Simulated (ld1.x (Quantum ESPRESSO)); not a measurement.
## Pseudopotential generation for F (Z = 9): ultrasoft, LDA (PZ), non-relativistic.

The input file (ld1.x (Quantum ESPRESSO) 7.5):

```
&input
   title='F', zed=9., rel=0, dft='PZ', iswitch=3,
   config='[He] 2s2 2p5 3d-2',
   nld=3, rlderiv=1.80, eminld=-4.0, emaxld=5.0, deld=0.02
 /
 &inputp
   pseudotype=3, tm=.true., lloc=-1, rcloc=0.80,
   nlcc=.true., new_core_ps=.true.,
   which_augfun='PSQ', rmatch_augfun_nc=.true.,
   file_pseudopw='F.UPF', file_wfcaegen='ae.wfc', file_wfcncgen='nc.wfc', file_beta='beta', file_chi='chi', file_wfcusgen='us.wfc'
 /
6
2S  1  0   2.00   0.00  0.70  0.80  0.0
2S  1  0   0.00  -0.60  0.70  0.80  0.0
2P  2  1   5.00   0.00  1.20  1.45  0.0
2P  2  1   0.00   1.20  1.20  1.45  0.0
3D  3  2  -2.00   0.35  1.35  1.65  0.0
3D  3  2  -2.00   2.65  1.35  1.65  0.0
 &test
   configts(1)='2s2 2p5'
 /
```

Command:

```bash
ld1.x < F.in > F.out
```

Resulting log (shortened: banner, matrices, multipoles, cross overlaps and the repeated all-electron block are left out):

```
Program LD1 v.7.5
     --------------------------- All-electron run ----------------------------

     F

     atomic number is  9.00
     dft =PZ   lsd =0 sic =0 latt =0  beta=0.20 tr2=1.0E-14
     Exchange-correlation= PZ
                           (   1   1   0   0   0   0   0)
     mesh =1105 r(mesh) =  99.76081 a.u. xmin = -7.00 dx = 0.01250
     1 Ry =  13.60569312 eV

     n l     nl                  e(Ry)          e(Ha)          e(eV)
     1 0     1S 1( 2.00)       -48.3801       -24.1900      -658.2447
     2 0     2S 1( 2.00)        -2.1732        -1.0866       -29.5679
     2 1     2P 1( 5.00)        -0.8309        -0.4154       -11.3043

     final scf error:  2.2E-15 reached in  39 iterations

     Etot =    -198.189295 Ry,     -99.094647 Ha,   -2696.502724 eV

     Ekin =     197.344485 Ry,      98.672242 Ha,    2685.008498 eV
     Encl =    -475.358722 Ry,    -237.679361 Ha,   -6467.584895 eV
     Eh   =      99.057948 Ry,      49.528974 Ha,    1347.752037 eV
     Exc  =     -19.233005 Ry,      -9.616503 Ha,    -261.678364 eV

     normalization and overlap integrals

     s(1S/1S) =  1.000000  <r> =   0.1775  <r2> =    0.0425  r(max) =   0.1154
     s(2S/2S) =  1.000000  <r> =   1.0115  <r2> =    1.2493  r(max) =   0.7713
     s(2P/2P) =  1.000000  <r> =   1.1047  <r2> =    1.6357  r(max) =   0.7066

     ------------------------ End of All-electron run ------------------------

     --------------------- Generating US pseudopotential ---------------------

      Generating local potential from pseudized AE potential:
      Matching radius rcloc =   0.8000

      Local pseudo, rcloc= 0.801 Estimated cut-off energy=    38.01 Ry

      Computing core charge for nlcc:

       r > 0.28 : true rho core
      Core charge pseudized with two Bessel functions
      Integrated core pseudo-charge :   1.46
      Wfc-us  2S rcutus= 0.801  Estimated cut-off energy=    69.91 Ry
      Wfc-us  2S rcutus= 0.801  Estimated cut-off energy=    72.88 Ry
      Wfc-us  2P rcutus= 1.459  Estimated cut-off energy=    37.25 Ry
      Wfc-us  2P rcutus= 1.459  Estimated cut-off energy=    66.62 Ry
      Wfc-us  3D rcutus= 1.653  Estimated cut-off energy=    37.21 Ry
      Wfc-us  3D rcutus= 1.653  Estimated cut-off energy=    39.72 Ry

     Q pseudized with Bessel functions
     Expected ecutrho=     485.1931 due to l1=  0   l2=  2

     ------------------- End of pseudopotential generation -------------------

     Computing logarithmic derivative in   1.79328
     Computing logarithmic derivative in   1.79328
     Computing the partial wave expansion
     R is outside the sphere for l=    0 j= 0.00
     R is outside the sphere for l=    0 j= 0.00
     R is outside the sphere for l=    1 j= 0.00
     R is outside the sphere for l=    1 j= 0.00
     R is outside the sphere for l=    2 j= 0.00
     R is outside the sphere for l=    2 j= 0.00

     ---------------------- Testing the pseudopotential ----------------------

     F

     atomic number is  9.00   valence charge is  7.00
     dft =PZ   lsd =0 sic =0 latt =0  beta=0.20 tr2=1.0E-14
     mesh =1105 r(mesh) =  99.76081 xmin = -7.00 dx = 0.01250

     n l     nl             e AE (Ry)        e PS (Ry)    De AE-PS (Ry)
     1 0     2S   1( 2.00)       -2.17320       -2.17320       -0.00000
     2 1     2P   1( 5.00)       -0.83085       -0.83085       -0.00000

     eps = 3.9E-16  iter =  3

     Etot =    -198.189295 Ry,     -99.094647 Ha,   -2696.502724 eV
     Etotps =   -53.403815 Ry,     -26.701907 Ha,    -726.595913 eV

     Ekin =      17.878115 Ry,       8.939058 Ha,     243.244147 eV
     Encl =    -114.311071 Ry,     -57.155535 Ha,   -1555.281348 eV
     Ehrt =      42.228465 Ry,      21.114232 Ha,     574.547531 eV
     Ecxc =     -14.661449 Ry,      -7.330725 Ha,    -199.479177 eV
     (Ecc =      -5.166397 Ry,      -2.583199 Ha,     -70.292414 eV)
     Epseu=      15.462125 Ry,       7.731063 Ha,     210.372934 eV

     ---------------------- End of pseudopotential test ----------------------
```

Generation and configuration tests took about 1.4 s on one core of a shared server CPU.
